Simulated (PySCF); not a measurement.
An equivalent PySCF input for B (boron, neutral), [He] 2s2 2p1, 2P determinant, with no relativity, point nucleus:

```python
from pyscf import gto, scf, dft, mp, cc
import basis_set_exchange as bse
mol = gto.M(atom="B 0 0 0", charge=0, spin=1, symmetry="D2h",
            basis=gto.basis.parse(bse.get_basis("pcseg-2", elements=["B"], fmt="nwchem", header=False)))
mf = scf.UHF(mol)
mf.irrep_nelec = {'Ag': (2, 2), 'B2u': (1, 0)}
mf.kernel()
```

It reaches the same state as the run whose output follows, and the same energy. The run itself started from symmetry-adapted Hartree-Fock orbitals and held the occupation by maximum overlap, so the iterations belong to that start.

```
SCF conv_tol = 1e-09
number electrons alpha = 3  beta = 2
cycle= 1 E= -24.5288321970008  delta_E= -0.00291  |g|= 0.0193  |ddm|= 0.0346
cycle= 2 E= -24.5291595114114  delta_E= -0.000327  |g|= 0.00664  |ddm|= 0.0128
cycle= 3 E= -24.5292067240095  delta_E= -4.72e-05  |g|= 0.000492  |ddm|= 0.00783
cycle= 4 E= -24.5292074210795  delta_E= -6.97e-07  |g|= 0.000196  |ddm|= 0.00165
cycle= 5 E= -24.5292075376819  delta_E= -1.17e-07  |g|= 3.19e-05  |ddm|= 0.000912
cycle= 6 E= -24.5292075396524  delta_E= -1.97e-09  |g|= 4.25e-06  |ddm|= 0.000116
cycle= 7 E= -24.5292075396834  delta_E= -3.1e-11  |g|= 5.05e-07  |ddm|= 1.27e-05
converged SCF energy = -24.5292075396834  <S^2> = 0.75786151  2S+1 = 2.0078461
```
